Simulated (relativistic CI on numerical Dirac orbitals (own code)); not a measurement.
## Slater and spin-orbit integrals, Cd VII

Computed by Dirac-Coulomb-Breit CI, separate exchange-only KLI orbitals for each configuration, QED by a radiative potential, unscaled Slater integrals (own radial code, finite nucleus).

Slater integrals F^k, G^k are unscaled and averaged over j, outside the closed core [Ar] 3d10; ζ comes from projecting the Hamiltonian with its Breit term on Σ l·s of the shell.

- 4s2 4p6 4d6: F^2(4d,4d) = 93826, F^4(4d,4d) = 62488, ζ(4d) = 2782 cm⁻¹; <r>(4d) = 1.081, <r^2>(4d) = 1.351 (bohr units).
- 4s2 4p6 4d5 5s: F^2(4d,4d) = 95309, F^4(4d,4d) = 63561, ζ(4d) = 2914.8, G^2(4d,5s) = 17874 cm⁻¹; <r>(4d) = 1.064, <r^2>(4d) = 1.309, <r>(5s) = 1.905, <r^2>(5s) = 4.043 (bohr units).
- 4s2 4p6 4d5 4f: F^2(4d,4d) = 94745, F^4(4d,4d) = 63144, ζ(4d) = 2885.9, F^2(4d,4f) = 64509, F^4(4d,4f) = 40109, G^1(4d,4f) = 75731, G^3(4d,4f) = 46059, G^5(4d,4f) = 32181, ζ(4f) = -36.983 cm⁻¹; <r>(4d) = 1.07, <r^2>(4d) = 1.325, <r>(4f) = 1.673, <r^2>(4f) = 3.353 (bohr units).

Problem. Give the Racah parameters of the d shell in 4s2 4p6 4d6.

Solution. B = F²/49 − 5F⁴/441 = 1206 cm⁻¹ and C = 35F⁴/441 = 4959 cm⁻¹.

In this model ζ of a weakly bound d, f or g electron outside closed shells comes out too small, for d by up to a factor of two or three and at times with the wrong sign; that of an outer p electron is too small as well.

Averages of the first 10 configurations, taken without configuration mixing, which lowers the lowest level and can move excited configurations by several eV; other configurations of the list can lie among them:

```tsv
Configuration	Parity	States	Average energy above the lowest level (eV)
4s2 4p6 4d6	even	210	5.1
4s2 4p6 4d5 5s	even	504	35.9
4s2 4p6 4d5 4f	odd	3528	62.4
4s2 4p5 4d7	odd	720	70.5
4s2 4p6 4d5 5p	odd	1512	47.5
4s2 4p6 4d5 5d	even	2520	64.2
4s2 4p6 4d5 6s	even	504	70.8
4s 4p6 4d7	even	240	115.7
4s2 4p6 4d5 6p	odd	1512	75.6
4s2 4p6 4d5 5f	odd	3528	81.2
```
